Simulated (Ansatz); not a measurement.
Mulliken charges of `O[CH]1[AlH][Al]1[OH]` from B3LYP/def2-TZVPP in Ansatz (PBE0-D4/def2-TZVP geometry).

```csv
atom,x (Å),y (Å),z (Å),charge (e)
O1,1.528,0.050,-1.527,-0.312
C2,0.699,-0.190,-0.448,-0.135
Al3,0.018,-1.829,0.419,0.202
Al4,-0.836,0.453,0.592,0.268
O5,-1.754,1.881,0.624,-0.383
H6,1.490,0.984,-1.751,0.202
H7,1.235,-0.051,0.582,0.098
H8,0.175,-3.409,0.257,-0.110
H9,-2.466,2.064,1.235,0.170
```

Problem. By hand: the dipole of these point charges (1 e Å = 4.8032 D).

Solution. Σ q r = (-0.136, -0.039, 0.426) e Å, of length 0.449 e Å = 2.16 D.

Problem. How does the dipole of the full density compare? (Estimate.)

Solution. Computed: (-0.218, 0.180, 0.226) e Å, 1.74 D; the point charges give 1.24 times that, at 43° from its direction.

Point charges leave out the atoms' own dipoles, such as those of lone pairs, and Mulliken's split depends on the basis, so the two needn't agree.

B3LYP here is the variant with VWN-RPA as its local correlation; programs differ in this.
